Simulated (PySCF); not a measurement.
Be₂O₂: fields on a plane

These are results of PBE0 in PySCF with Be def2-TZVP, O def2-TZVP; no relativity; density-fitted integrals, not measurements.

The singlet minimum has Be–O 1.480 Å (×4); Be–O–Be 71.5° (×2), O–Be–O 108.5° (×2).

The plane holds Be1 at (0.00, 0.00), Be2 at (1.73, 0.00), O3 at (0.86, 1.20), O4 at (0.86, -1.20) Å. Columns run from x = -1.95 to 4.05 Å, rows from y = 3.45 (top) to -3.15 Å, in steps of 0.3 Å. Other isomers or separated fragments may lie lower.

**Question.** Give the lowest empty orbital (Å^-3/2) at -2.39 eV (cut at ±0.3; overall sign arbitrary). Lower edges of the bins (Å^-3/2): '0' -0.286, '1' -0.227, '2' -0.169, '3' -0.110, '4' -0.052, '5' 0.007, '6' 0.066, '7' 0.124, '8' 0.183, '9' 0.241; top 0.30.

**Answer.** 
```
555555555555555555555
555555554445555555555
555555554444555555555
555555554444555555555
555555544444555555555
555555544344555555555
556665543234556666555
566666543323566666655
667777653323567776665
677888753224678887666
678899753334589987766
678999402332069998766
678999402332069998766
678899753334589987766
677888753224678887666
667777653323567776665
566666543323566666655
556665543234556666555
555555544344555555555
555555544444555555555
555555554444555555555
555555554444555555555
555555554445555555555
```

**Question.** Give the electrostatic potential (V) (cut at 20 V). Lower edges of the bins (V): '0' -2.61, '1' -2.48, '2' -2.26, '3' -1.93, '4' -1.40, '5' -0.55, '6' 0.78, '7' 2.90, '8' 6.25, '9' 11.57; top 20.0.

**Answer.** 
```
555544444444444455555
555544443333444455555
555544332222344455555
555544321001234455555
555544310110234455555
555544335665334555555
555554469998545555555
666665579999756666666
666677789999877766666
667788999999998877666
677899999999999887766
677899999999999987766
677899999999999987766
677899999999999887766
667788999999998877666
666677789999877766666
666665579999756666666
555554469998545555555
555544335665334555555
555544310110234455555
555544321001234455555
555544332222344455555
555544443333444455555
```
